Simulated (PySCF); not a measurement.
Be(Br)(iPr) (C3H7BeBr), SMILES [Br][Be][CH](C)C. Atoms are numbered in the order given.

```xyz
12

Be    -0.2079    -0.2122     0.0000
Br     1.7447     0.0278     0.0000
C     -1.8833    -0.4108     0.0000
C     -2.5440     0.1621     1.2690
C     -2.5440     0.1621    -1.2690
H     -2.0594    -1.5066     0.0000
H     -3.6337    -0.0224     1.2719
H     -2.4043     1.2549     1.3401
H     -2.1344    -0.2812     2.1921
H     -2.1344    -0.2812    -2.1921
H     -3.6337    -0.0224    -1.2719
H     -2.4043     1.2549    -1.3401
```

Geometry: ωB97X-D3(BJ)/def2-SVP. The structure was generated by enumeration; whether it is a known compound was not checked. Other conformers were not sampled.

All values below come from PBE0/pcSseg-1 in PySCF.

GIAO shieldings, no solvent; atoms alike by connectivity are averaged. δ = σ(ref) − σ: ¹³C against TMS (σ = 186.3 ppm); ¹H against TMS (σ = 31.56 ppm), references at their B3LYP-D3(BJ)/def2-TZVP geometries, non-relativistic (without spin–orbit terms, shifts of atoms bonded to Cl or Br come out too high).

```
nucleus                      atoms  count  δ (ppm)
-------  -------------------------  -----  -------
¹³C                         C4, C5      2     21.7
¹³C                             C3      1     13.7
¹H       H7, H8, H9, H10, H11, H12      6     1.39
¹H                              H6      1     0.62
```
